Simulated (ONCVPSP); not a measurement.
**Be: excitation energies, all-electron against ONCV**

```
Element                 : beryllium
Generator               : ONCVPSP 4.0.1
Type                    : optimised norm-conserving Vanderbilt (ONCV)
Functional              : PBE
Relativity              : scalar-relativistic
Frozen core             : none
Valence charge          : 4
Reference configuration : 1s2 2s1.5 (charge +0.5)
Partial waves           : 1s+2s: rc 0.70 bohr, ncon 3, nbas 6, qcut 17.7 1/bohr, 2 projectors; p scattering state at 0.04 Ha: rc 0.55 bohr, ncon 4, nbas 7, qcut 13.4 1/bohr, 2 projectors, debl 0.7 Ha; d scattering state at 0.23 Ha: rc 0.55 bohr, ncon 4, nbas 7, qcut 16.9 1/bohr, 2 projectors, debl 3.8 Ha
Local potential         : polynomial inside 0.50 bohr (lpopt 4, dvloc0 3 Ha)
Core correction         : none
```

Energies are relative to the spin-unpolarised reference configuration 1s2 2s1.5; without spin polarisation the order of configurations can differ from experiment.

**Question.** Give the all-electron excitation energy and the error of the potential for: 1s2 2s2; 1s2 2s1; 1s2 2s0; 1s2 2s1 2p1.

**Answer.**

```json
{"valence configuration": "1s2 2s2", "charge": "0", "ΔE all-electron (eV)": "-3.761", "error AE − PS (meV)": "0.0"}
{"valence configuration": "1s2 2s1", "charge": "+1", "ΔE all-electron (eV)": "5.790", "error AE − PS (meV)": "+0.2"}
{"valence configuration": "1s2 2s0", "charge": "+2", "ΔE all-electron (eV)": "23.738", "error AE − PS (meV)": "+2.1"}
{"valence configuration": "1s2 2s1 2p1", "charge": "0", "ΔE all-electron (eV)": "-0.148", "error AE − PS (meV)": "+0.2"}
```

Levels in the configuration 1s2 2s1 2p1:

| level | all-electron (eV) | pseudo (eV) |
| --- | --- | --- |
| 1s | -107.633 | -107.603 |
| 2s | -6.165 | -6.164 |
| 2p | -2.535 | -2.535 |
